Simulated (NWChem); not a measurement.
System: carbon tetrabromide (CBr4); SMILES BrC(Br)(Br)Br

Input file for NWChem:

```
start job
memory heap 200 mb stack 900 mb global 1100 mb
geometry units angstroms noautoz
  Br     1.203732     0.755855    -1.313529
  C     -0.000010    -0.000048     0.000043
  Br    -0.452561     1.348897     1.311995
  Br     0.860975    -1.493073     0.880437
  Br    -1.612157    -0.611723    -0.878863
end
basis spherical
  * library def2-tzvpd
end
dft
  xc m06-2x
  iterations 150
  semidirect filesize 400000000
  mulliken
end
task dft energy
```

The geometry was optimised at PBE0/def2-SVP.

Predict the main results of this run. (M06-2X/def2-TZVPD.) Quantities: energy (Ha); highest occupied level (eV); orbital gap (eV).


- energy (Ha) = -10334.85
- highest occupied level (eV) = -9.51
- orbital gap (eV) = 7.74
